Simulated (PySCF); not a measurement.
An equivalent PySCF input for Zn⁺ (zinc, charge +1), [Ar] 3d10 4s1, 2S determinant, with the spin-free X2C one-electron Hamiltonian (Gaussian nucleus):

```python
from pyscf import gto, scf, dft, mp, cc
import basis_set_exchange as bse
mol = gto.M(atom="Zn 0 0 0", charge=1, spin=1, symmetry="D2h",
            basis=gto.basis.parse(bse.get_basis("cc-pVDZ-DK", elements=["Zn"], fmt="nwchem", header=False)),
            nucmod="G")
mf = dft.UKS(mol, xc="M06L").sfx2c1e()
mf.irrep_nelec = {'Ag': (6, 5), 'B1g': (1, 1), 'B2g': (1, 1), 'B3g': (1, 1), 'B1u': (2, 2), 'B2u': (2, 2), 'B3u': (2, 2)}
mf.kernel()
```

It reaches the same state as the run whose output follows, with an energy that differs only through the grid. The run itself started from symmetry-adapted Hartree-Fock orbitals and held the occupation by maximum overlap, on a logarithmic radial grid, so the iterations belong to that start.

```
SCF conv_tol = 1e-09
number electrons alpha = 15  beta = 14
XC functionals = M06L
    Y. Zhao and D. G. Truhlar.,  J. Chem. Phys. 125, 194101 (2006)
    Y. Zhao and D. G. Truhlar.,  J. Chem. Phys. 125, 194101 (2006)
    Y. Zhao and D. G. Truhlar.,  Theor. Chem. Acc. 120, 215 (2008)
cycle= 1 E= -1795.4927505116  delta_E= -0.00996  |g|= 0.181  |ddm|= 0.337
cycle= 2 E= -1795.47806434369  delta_E= 0.0147  |g|= 0.37  |ddm|= 0.301
cycle= 3 E= -1795.49800697182  delta_E= -0.0199  |g|= 0.0102  |ddm|= 0.197
cycle= 4 E= -1795.49802811064  delta_E= -2.11e-05  |g|= 0.001  |ddm|= 0.00748
cycle= 5 E= -1795.49802826807  delta_E= -1.57e-07  |g|= 3.32e-05  |ddm|= 0.000623
cycle= 6 E= -1795.49802826828  delta_E= -2.16e-10  |g|= 4.76e-06  |ddm|= 3.45e-05
converged SCF energy = -1795.49802826828  <S^2> = 0.75076325  2S+1 = 2.0007631
```
